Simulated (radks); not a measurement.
Q: These are the eigenvalues of the occupied orbitals of an atom or ion with whole-number occupations (eV). Method: scalar-relativistic Kohn-Sham, r2SCAN, spin-unpolarised, spherical densities, finite nucleus; meta-GGA in the generalised Kohn-Sham scheme; Fermi nuclear charge, rms radius of each element as measured or else 0.836 A^(1/3) + 0.57 fm; computed with a radial shooting solver on a logarithmic mesh with Libxc functionals.

1s: -3150.168
2s: -316.5988
2p: -247.2912
3s: -37.8386
3p: -22.5548

Which element is it, and in what charge state? The configuration may be excited.

A: Z = 18, argon, charge +1: Ar+ in [Ne] 3s2 3p5. The list shows which subshells hold electrons but not how many an open one holds; the 1s level, -115.77 hartree, gives Z - s = 15.2 by -(Z - s)^2/2, which with screening and relativity narrows Z to a few neighbours, and the depths of the outer levels then fix element, charge and occupations together.
